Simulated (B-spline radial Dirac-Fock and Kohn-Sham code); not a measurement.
**Photoemission from La²⁺ at 11700 eV, detector at θ = 30°, φ = 0°**

System: the La²⁺ ion, configuration 1s2 2s2 2p6 3s2 3p6 3d10 4s2 4p6 4d10 5s2 5p6 5d1. The computed values come from a B-spline atomic structure program: Dirac-Hartree-Slater photoionisation with a Latter tail; cross sections with all multipoles, angular parameters from the dipole term and its interference with E2. Thresholds are orbital energies of the model. For linearly polarised light dσ/dΩ = σ/(4π) [1 + β P₂(cos θ) + (δ + γ cos²θ) sin θ cos φ], with θ from the polarisation vector and φ the angle between the beam and the projection of the electron momentum on the plane normal to the polarisation. The dipole factor is 1 + βP₂ and the non-dipole term is the rest of the bracket. Open shells are filled statistically over j.

Input file task.json (cfg lists n, l and occupation; rrms is the nuclear radius in fm):

```json
{"items": [{
  "Z": 57,
  "q": 2,
  "cfg": [[1, 0, 2], [2, 0, 2], [2, 1, 6], [3, 0, 2], [3, 1, 6], [3, 2, 10], [4, 0, 2], [4, 1, 6], [4, 2, 10], [5, 0, 2], [5, 1, 6], [5, 2, 1]],
  "A": 139,
  "rrms": 4.855,
  "do": "xps",
  "hv": [86.3, 100, 111.0, 158.0, 185.0, 224.0, 287.0, 300, 406.0, 535.0, 800, 891.0, 1050.0, 1110.0, 1310.0, 1450.0, 1486.9, 2050.0, 3470.0, 4000, 4320.0, 4470.0, 5250.0, 5800.0, 8047.8, 9251.7, 11700.0, 12000, 12400.0, 13100.0]
}]}
```

Launch: `python xray2_run.py task.json out`

| subshell | threshold (eV) | σ (kb) | β | γ | δ | dipole factor | non-dipole term | dσ/dΩ (kb/sr) |
| --- | --- | --- | --- | --- | --- | --- | --- | --- |
| 2s | 6255.4 | 6.44 | 1.99 | -0.03 | -0.001 | 2.242 | -0.012 | 1.14 |
| 2p1/2 | 5916.0 | 6.41 | 1.40 | 1.07 | 0.074 | 1.877 | +0.437 | 1.18 |
| 2p3/2 | 5496.8 | 10.4 | 1.48 | 1.21 | 0.076 | 1.925 | +0.490 | 2.01 |
| 3s | 1363.9 | 1.38 | 1.99 | 0.32 | 0.000 | 2.242 | +0.118 | 0.260 |
| 3p1/2 | 1218.2 | 1.05 | 1.35 | 1.36 | 0.065 | 1.845 | +0.542 | 0.199 |
| 3p3/2 | 1135.8 | 1.74 | 1.42 | 1.46 | 0.065 | 1.890 | +0.581 | 0.343 |
| 3d3/2 | 878.0 | 0.327 | 0.81 | 1.72 | 0.315 | 1.509 | +0.803 | 0.0602 |
| 3d5/2 | 860.2 | 0.439 | 0.75 | 1.67 | 0.337 | 1.472 | +0.796 | 0.0793 |
| 4s | 292.4 | 0.323 | 1.99 | 0.40 | 0.000 | 2.241 | +0.151 | 0.0615 |
| 4p1/2 | 237.9 | 0.221 | 1.34 | 1.40 | 0.064 | 1.835 | +0.557 | 0.0421 |
| 4p3/2 | 220.2 | 0.367 | 1.41 | 1.50 | 0.064 | 1.878 | +0.594 | 0.0722 |
| 4d3/2 | 129.9 | 0.0636 | 0.79 | 1.71 | 0.311 | 1.492 | +0.795 | 0.0116 |
| 4d5/2 | 126.7 | 0.0853 | 0.73 | 1.66 | 0.334 | 1.454 | +0.788 | 0.0152 |
| 5s | 56.66 | 0.0601 | 1.99 | 0.42 | 0.000 | 2.241 | +0.158 | 0.0115 |
| 5p1/2 | 41.29 | 0.0349 | 1.33 | 1.41 | 0.064 | 1.833 | +0.560 | 0.00665 |
| 5p3/2 | 38.50 | 0.0569 | 1.40 | 1.51 | 0.064 | 1.876 | +0.597 | 0.0112 |
| 5d3/2 | 18.15 | 0.000555 | 0.78 | 1.70 | 0.311 | 1.489 | +0.794 | 0.000101 |
| 5d5/2 | 17.88 | 0.000736 | 0.72 | 1.65 | 0.334 | 1.452 | +0.788 | 0.000131 |
